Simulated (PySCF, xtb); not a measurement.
C2H12Si4, SMILES [SiH]1([SiH3])C[SiH2][SiH2]C1.

GFN2-xTB (xtb) at its own geometry gives an orbital gap of 4.07 eV and a dipole moment of 0.14 D.

The structure is a stationary point at PBE-D3(BJ)/def2-SVP. The structure was generated by enumeration, and PubChem lists no compound with its InChIKey, so it may never have been made. The values are those of a single conformer.

Q: What does PySCF with CAM-B3LYP/def2-TZVP give? (An estimate is asked for; the answer gives what the named calculation found.)

A: gap 9.65 eV (levels -8.91 and 0.74 eV), dipole 0.57 D.
